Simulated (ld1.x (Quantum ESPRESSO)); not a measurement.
bismuth (Bi): one change to a TM potential, before and after

- Element: Bi
- Generator: ld1.x (Quantum ESPRESSO) 7.5
- Type: norm-conserving Troullier–Martins (Kleinman–Bylander form)
- Functional: PBE
- Relativity: scalar-relativistic
- Frozen core: [Xe] 4f14
- Valence charge: 15
- Reference configuration: 5d10 6s2 6p3
- Partial waves: 6s (bound): rc 1.95 bohr; 6p (bound): rc 2.35 bohr; 5d (bound): rc 1.35 bohr
- Local potential: all-electron potential smoothed inside 1.10 bohr (lloc = -1)
- Core correction: a·sin(br)/r model core inside 1.15 bohr

All-electron outer shells of the reference configuration (PBE, scalar-relativistic, ld1.x):

| shell | level (eV) | outermost node (bohr) | outermost maximum (bohr) |
| --- | --- | --- | --- |
| 4f | -152.59 | – | 0.34 |
| 5p | -95.86 | 0.48 | 0.86 |
| 5d | -27.08 | 0.51 | 1.03 |
| 6s | -14.48 | 0.98 | 1.88 |
| 6p | -4.57 | 1.14 | 2.44 |

Change: all radii but the core radius scaled by about 1.19 (s 2.32, p 2.80, d 1.60 bohr); local potential all-electron potential smoothed inside 1.30 bohr (lloc = -1).

Cutoffs: the cutoffs (Ry, on a coarse ladder) from which the occupation-weighted sum of valence levels, in a spherical-Bessel basis at the reference potential, stays within 10 and 1 mRy of its value at 400 Ry; they do not see the model core or the augmentation charge, which bear on the density cutoff. Errors are all-electron minus pseudo energies relative to the spin-unpolarised reference configuration.

How do hardness, ghosts and transferability respond?

The potential gets neither clearly harder nor softer (55 Ry and 100 Ry → 60 Ry and 90 Ry); both files keep a bound ghost (p, s); the number of tests that count goes from 6 to 7; of the 6 tests that both files solve, the error grows in 3 and shrinks in 0 by more than 15 % and 0.3 meV (median size 4.3 → 7.7 meV). More of the atom is replaced by a form fitted at one configuration, so other configurations suffer.

| quantity | base | changed |
| --- | --- | --- |
| cutoff, loose | 55 Ry | 60 Ry |
| cutoff, tight | 100 Ry | 90 Ry |
| loose cutoff by channel (10 mRy a level) | s 18 Ry, p 6 Ry, d 45 Ry | s 18 Ry, p 6 Ry, d 50 Ry |
| bound ghosts | s, p | s, p |
| tests counted (converged, no solver errors) | 6 of 7 | 7 of 7 |
| error for 5d10 6s2 6p2, meV [ΔE 7.91 eV] | -2.1 | -3.1 |
| error for 5d10 6s2 6p1, meV [ΔE 23.16 eV] | -6.5 | -12 |
| error for 5d10 6s2 6p0, meV [ΔE 46.50 eV] | -24 | -43 |
| error for 5d10 6s2 6p2.5, meV [ΔE 3.10 eV] | -1.1 | -1.3 |
| error for 5d10 6s0 6p5, meV [ΔE 20.50 eV] | -19 | -18 |
| error for 5d10 6s2 6p3.3, meV [ΔE -1.09 eV] | +0.6 | +0.6 |

Base: Tests not counted: 5d10 6s1 6p0 (pseudo-atom not self-consistent, printed error -1568 eV). A true bound ghost makes a file unfit for plane-wave use even where its test errors are small: the radial tests pick states by their node count and pass the ghost by. Where a test does run into it, the solver fails or the error is huge.
